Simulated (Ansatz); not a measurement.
Computed with Ansatz on PBE0-D4/def2-TZVP structures; ΔE is electronic, products minus reactants. CCSD(T)/CBS adds triple-zeta CCSD(T) − MP2 to the extrapolated MP2 energy (def2 sets, frozen cores). Functionals use def2-TZVPP. B3LYP here is the variant with VWN-RPA as its local correlation; programs differ in this. Elements past krypton have def2 core potentials. For Y outer-core shells are correlated without core-valence functions, which leaves a few kJ/mol of doubt a bond. One conformer a species, not always the lowest.

Reaction (redistribution): `C[SiH2][SiH](F)Cl` + `[CH3][Y]([OH])[F]` → `O[SiH2][SiH](F)Cl` + `[CH3][Y]([CH3])[F]`

```csv
level,ΔE (kJ/mol)
r2SCAN-D4,121.0
B3LYP-D4,122.7
ωB97M-V,124.5
CCSD/def2-TZVPP,123.3
```

Problem. What does CCSD(T)/CBS give? (Best estimate.)

Solution. Ansatz gave: +124.4 kJ/mol. The listed levels differ from it by -3.4, -1.7, 0.1, -1.1 kJ/mol.

Largest T1 diagnostic among the species: 0.014.

In def2-TZVPP, CCSD(T) changes the Hartree–Fock value by +4.8 kJ/mol (the triples alone add +0.7 kJ/mol) and MP2 by +8.6 kJ/mol.
